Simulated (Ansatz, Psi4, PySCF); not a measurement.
P2, charge +1, doublet, geometry from GFN2-xTB (a state made from the parent by changing its charge; the spin is typed, not shown lowest). Base run: R2SCAN/cc-pVDZ (PySCF).

Geometry (Å):
```xyz
2

P      0.0000     0.0000    -0.9849
P      0.0000     0.0000     0.9849
```
Charge +1, spin multiplicity 2.
Orbitals are unrestricted.
All else is at PySCF's defaults.

The same geometry, method and basis name were run in Ansatz (a first-principles code) and Psi4 and PySCF, at each program's defaults and at the settings that a row names. The base is PySCF at its defaults. Differences at the defaults can come from grids, fitting, cores and function types together.

| code and settings | ΔE vs base (mEh) | basis functions | E (Eh) | SCF cycles |
|---|---|---|---|---|
| PySCF, defaults (exact integrals, its default grid, spherical functions) | 0.000 | 36 | -682.25496 | 8 |
| Psi4, defaults (density fitting with its default set, its default grid, spherical functions) | -0.064 | 36 | -682.25502 | 7 |
| Ansatz, defaults (factorised integrals, its default grid, spherical functions) | -0.044 | 36 | -682.25500 | - |
| PySCF, density fitting with def2-universal-jkfit | -0.039 | 36 | -682.25500 | 8 |
| PySCF, fine grid | -0.057 | 36 | -682.25502 | 8 |
| Psi4, exact integrals, spherical functions, fine grid | -0.023 | 36 | -682.25498 | 8 |
| Ansatz, high accuracy | -0.044 | 36 | -682.25500 | - |

Open shells are given as the SCF converged; they aren't shown to be the lowest states, and a large step between rows can be another state.
